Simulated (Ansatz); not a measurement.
OY, SMILES `[O]=[Y]` radical, one more setting.

```yaml
crystal:
  periodic: [false, false, false]
  atoms:
    - {symbol: O, position_ang: [0.761779, -0.253668, 0.390581]}
    - {symbol: Y, position_ang: [-0.761779, 0.253668, -0.390581]}
basis:
  gaussian: {orbitals: def2-SVP}
magnetization: {spin_polarized: true, initial_magnetization: 1}
hamiltonian: {xc: {name: revPBE}, dispersion: d4}
output: {forces: true}
```

```sh
$ ansatz run in.yaml --threads 2 --pin off --events-out ev --progress --plain --max-ram 32768MiB --backend cpu
```

It prints (some lines left out):

```
Functional definition: revPBE
432 factors; their error is unknown
mean field evaluation 1: about -3074.7337 eV, gradient 5.7e1 eV
mean field evaluation 2: about -2818.2017 eV, gradient 1.6e2 eV
mean field evaluation 4: about -3086.7381 eV, gradient 1.9e1 eV
mean field evaluation 8: about -3088.3629 eV, gradient 7.3e-2 eV
mean field evaluation 16: about -3088.3531 eV, gradient 4.3e-5 eV
mean field -3088.35306455 eV, -113.4948817612 hartree, gradient 3.9e-5 eV, S^2 0.751903; 1 other end points of the search recorded, 0 dependent functions left out
reference -3088.35310714 eV, -113.4948833266 hartree; 10, 9 occupied and 35, 36 virtual orbitals, 432 factors
Total energy: -3088.46526897 eV, -113.4990051978 hartree
Atom 0 at     0.761779    -0.253668     0.390581 Å, force     0.927648    -0.308901     0.475626 eV/Å
Atom 1 at    -0.761779     0.253668    -0.390581 Å, force    -0.927648     0.308901    -0.475626 eV/Å
Dipole moment:    -0.742848     0.247364    -0.380875 e Å
```

Hardware: 2 threads of an AMD EPYC 7R13 on a shared host. Wall time 0.85 s, peak host memory 0.19 GiB.
